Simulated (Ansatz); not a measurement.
Ansatz (an electronic-structure program) input (BHLYP/def2-TZVPD):

Ansatz 0.2 input:
```yaml
crystal:
  periodic: [false, false, false]
  atoms:
    - {symbol: C, position_ang: [2.76369132, 0.31474672, 0.69280404]}
    - {symbol: C, position_ang: [1.48885845, 0.70152312, -0.05026561]}
    - {symbol: C, position_ang: [0.52080312, -0.47652226, -0.22223815]}
    - {symbol: C, position_ang: [-0.70146998, -0.10809803, -1.00612560]}
    - {symbol: C, position_ang: [-1.96146057, -0.06227150, -0.57848460]}
    - {symbol: C, position_ang: [-2.47418223, -0.38637167, 0.79058562]}
    - {symbol: H, position_ang: [3.43445351, 1.16838449, 0.80581594]}
    - {symbol: H, position_ang: [2.53636209, -0.06449988, 1.69215530]}
    - {symbol: H, position_ang: [3.30758233, -0.46855399, 0.15914055]}
    - {symbol: H, position_ang: [0.97436493, 1.50558151, 0.48348868]}
    - {symbol: H, position_ang: [1.74289486, 1.10405986, -1.03576104]}
    - {symbol: H, position_ang: [0.25426696, -0.86802930, 0.76134017]}
    - {symbol: H, position_ang: [1.04813169, -1.28545441, -0.74175690]}
    - {symbol: H, position_ang: [-0.51378121, 0.17249191, -2.03959907]}
    - {symbol: H, position_ang: [-2.72100132, 0.24381681, -1.29259016]}
    - {symbol: H, position_ang: [-1.68289798, -0.67084657, 1.48221111]}
    - {symbol: H, position_ang: [-3.00106632, 0.47189529, 1.21778749]}
    - {symbol: H, position_ang: [-3.19675028, -1.20688393, 0.75011351]}
basis:
  gaussian:
    orbitals: def2-TZVPD
hamiltonian:
  xc: {name: BHLYP}
output: {forces: true}
```

End of the output:

```
Atom 4 at    -1.961461    -0.062272    -0.578485 Å, force     0.315144     0.001127    -0.183542 eV/Å
Atom 5 at    -2.474182    -0.386372     0.790586 Å, force    -0.046007    -0.020018     0.084021 eV/Å
Atom 6 at     3.434454     1.168384     0.805816 Å, force    -0.160429    -0.193466    -0.030046 eV/Å
Atom 7 at     2.536362    -0.064500     1.692155 Å, force     0.051412     0.090549    -0.229374 eV/Å
Atom 8 at     3.307582    -0.468554     0.159141 Å, force    -0.124863     0.183092     0.119829 eV/Å
Atom 9 at     0.974365     1.505582     0.483489 Å, force     0.131660    -0.185406    -0.115739 eV/Å
Atom 10 at     1.742895     1.104060    -1.035761 Å, force    -0.049447    -0.097367     0.228429 eV/Å
Atom 11 at     0.254267    -0.868029     0.761340 Å, force     0.064400     0.095995    -0.239156 eV/Å
Atom 12 at     1.048132    -1.285454    -0.741757 Å, force    -0.131350     0.190836     0.113079 eV/Å
Atom 13 at    -0.513781     0.172492    -2.039599 Å, force    -0.067837    -0.071443     0.256614 eV/Å
Atom 14 at    -2.721001     0.243817    -1.292590 Å, force     0.205074    -0.079004     0.171839 eV/Å
Atom 15 at    -1.682898    -0.670847     1.482211 Å, force    -0.198973     0.069464    -0.166002 eV/Å
Atom 16 at    -3.001066     0.471895     1.217787 Å, force     0.130261    -0.196874    -0.110231 eV/Å
Atom 17 at    -3.196750    -1.206884     0.750114 Å, force     0.175692     0.191805    -0.002370 eV/Å
Dipole moment:     0.012649     0.001385     0.051244 e Å
```
